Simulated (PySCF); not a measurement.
PySCF input file for CBr, SMILES [C]Br (connectivity only; charge and spin as stated), neutral, multiplicity 2, PBE-D3(BJ)/def2-TZVPD. Geometry: PBE-D3(BJ)/def2-TZVPD.

```python
import numpy as np
from pyscf import gto, scf, dft, df
from pyscf.hessian import thermo

mol = gto.M(
    atom='''
    C     0.00000000    0.00000000   -1.56279048
    Br    0.00000000    0.00000000    0.26790694
    ''',
    basis='def2-TZVPD',
    charge=0,
    spin=1,
    max_memory=1600,
    verbose=3,
)
mf = dft.UKS(mol, xc='pbe').density_fit(auxbasis='def2-universal-jkfit')
mf.disp = 'd3bj'
mf.grids.level = 3
mf.conv_tol = 1e-11
mf.max_cycle = 100
mf.kernel()
fine, coarse = mf.grids, dft.Grids(mol).set(level=1).build(with_non0tab=True)
for _ in range(3):  # follow internal instabilities
    mf.grids = coarse
    mo, _, stable, _ = mf.stability(return_status=True, nroots=4)
    mf.grids = fine
    if stable:
        break
    mf.kernel(mf.make_rdm1(mo, mf.mo_occ))

# [left out here: the lines that compute and print the analytic Hessian (its translational invariance restored by hand, since the grid's response is missing), thermochemistry and intensities]
```

Output:

```

WARN: HOMO -0.147114916319044 >= LUMO -0.147114916319049

converged SCF energy = -2611.66989617392  <S^2> = 0.75439843  2S+1 = 2.0043936
<class 'pyscf.df.df_jk.DFUKS'> wavefunction is stable in the internal stability analysis

WARN: DFTD3 does not support analytical Hessian, using finite difference


WARN: Mole.unit (angstrom) is changed to Bohr

Mode                                 0
Irrep
Freq [cm^-1]                      715.4705
Reduced mass [au]                  13.5112
Force const [Dyne/A]                4.0750
Char temp [K]                    1029.4027
Normal mode                   x     y     z
       0   C                 0.00  0.00 -0.27
       1  Br                 0.00  0.00  0.04
temperature 298.1500 [K]
pressure 101325.00 [Pa]
Rotational constants [GHz] inf 14.44185 14.44185
Symmetry number 1
Zero-point energy (ZPE) 0.00163 [Eh]   4279.464 [J/mol]
                           tot       elec      trans        rot        vib
Entropy [J/mol/K]       230.833      5.763    165.129     58.735      1.206
Cv [J/mol/K]             24.133      0.000     12.472      8.314      3.347
Cp [J/mol/K]             32.447      0.000     20.786      8.314      3.347
Internal energy [J/mol]                      3718.434   2478.956   4559.319
Internal energy [Eh]   -2611.66580  -2611.66990
Enthalpy [J/mol]                             6197.391   2478.956   4559.319
Enthalpy [Eh]          -2611.66485
Gibbs free energy [J/mol]                  -43035.713 -15032.832   4199.705
Gibbs free energy [Eh] -2611.69107
mode   freq/cm-1   IR/(km/mol)
   1      715.47        79.602
max |gradient| / (hartree/bohr): 1.8287351107667452e-05
APT charges: [ 0.1866 -0.1866]
```

The run converged.
